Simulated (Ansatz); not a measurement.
H2IIn, SMILES `[InH2][I]`. Total charge 0; spin multiplicity 1. In, I: def2 effective core potential.

**Question.** What are the harmonic wavenumbers in cm⁻¹ at PBE0-D4/def2-TZVP (Ansatz, finite differences of forces, unscaled)? (Estimate.)

**Answer.** Ansatz gave: 199, 382, 524, 570, 1860, 1870.

**Question.** Is this a minimum?

**Answer.** Yes, all 6 modes are real.

**Question.** Give the ideal-gas thermochemistry at 298.15 K and 1 bar (rigid rotor, harmonic oscillator; point group C2v, symmetry number 2).

**Answer.** Zero-point energy 32.3 kJ/mol; H(298) − E = 45.6 kJ/mol; entropy 295.3 J/(mol·K), of which translation 177.4, rotation 100.0, vibration 17.9; G(298) − E = -42.5 kJ/mol.

**Question.** Rotational constants (cm⁻¹)?

**Answer.** 3.426, 0.03836, 0.03794.
